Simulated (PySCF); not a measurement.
Tm³⁺: ionisation energy

Tm³⁺ [Xe] 4f12 [4f5/2^6 4f7/2^6, M_J = 6] → Tm⁴⁺ [Xe] 4f11 [4f5/2^6 4f7/2^5, M_J = 15/2], as a difference of total energies. Computed with PySCF 2.14 in x2c-QZVPPall-2c (16s16p12d6f4g1h, 213 functions), with the two-component X2C-1e Hamiltonian. Correlated levels: [Ar] 3d10 frozen; the 34 highest virtual spinors dropped. "Screened" scales the spin-orbit matrix elements by Boettger's factors to mimic the two-electron term; Breit and QED terms are absent.

| method | ionisation energy (eV) |
| --- | --- |
| GHF (spin-free) | 38.614 |
| GMP2 (spin-free) | 43.738 |
| GHF (screened spin-orbit) | 38.205 |
| GMP2 (screened spin-orbit) | 43.332 |

The spin-free rows relax to the high-spin LS determinant and lack the spin-orbit shift.

The labels give the starting determinants; with spin-orbit coupling the two ends relaxed to ⟨J²⟩ = 42.01, ⟨L²⟩ = 30.19, ⟨S²⟩ = 2.08 and ⟨J²⟩ = 63.76, ⟨L²⟩ = 42.50, ⟨S²⟩ = 3.76.

Problem. Which method comes closest to the reference value, and which is furthest?

Solution. The reference is 42.41 ± 0.04 eV (semi-empirical (NIST evaluation); NIST Atomic Spectra Database, ionization energies). Closest: GMP2 (screened spin-orbit) (error 0.922 eV); furthest: GHF (screened spin-orbit) (error -4.205 eV).
